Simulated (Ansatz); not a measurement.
`O[Si]1(Cl)NCS1` at its PBE0-D4/def2-TZVP geometry, where that method's forces vanish. Total charge 0; spin multiplicity 1.

| atom | x (Å) | y (Å) | z (Å) |
| --- | --- | --- | --- |
| O1 | 0.338 | 1.615 | -1.548 |
| Si2 | 0.326 | 0.168 | -0.807 |
| Cl3 | 1.854 | -0.886 | -1.709 |
| N4 | 0.305 | 0.184 | 0.882 |
| C5 | -0.880 | -0.613 | 1.144 |
| S6 | -1.498 | -0.874 | -0.576 |
| H7 | 0.895 | 1.697 | -2.325 |
| H8 | 0.966 | 0.373 | 1.615 |
| H9 | -1.640 | -0.082 | 1.723 |
| H10 | -0.667 | -1.582 | 1.601 |

**Question.** For each bond, give half the difference of the two atoms' forces along it (eV/Å; positive pushes the atoms apart) under PBE-D4, r2SCAN-D4, B3LYP-D4, ωB97M-V in def2-TZVPP. (Estimate.)

**Answer.** Ansatz gave: 
```tsv
bond	length (Å)	PBE-D4	r2SCAN-D4	B3LYP-D4	ωB97M-V
O1–Si2	1.625	0.29	0.04	0.04	0.08
O1–H7	0.959	0.33	0.01	-0.03	-0.07
Si2–Cl3	2.064	0.08	0.05	0.12	0.02
Si2–N4	1.690	0.10	0.00	0.02	0.01
Si2–S6	2.114	0.16	0.08	0.16	0.00
N4–C5	1.452	0.08	0.20	0.27	0.31
N4–H8	1.005	0.12	-0.04	-0.10	-0.13
C5–S6	1.847	0.23	0.21	0.33	0.08
C5–H9	1.093	0.10	-0.07	-0.18	-0.16
C5–H10	1.093	0.09	-0.08	-0.17	-0.15
```

B3LYP here is the variant with VWN-RPA as its local correlation; programs differ in this.
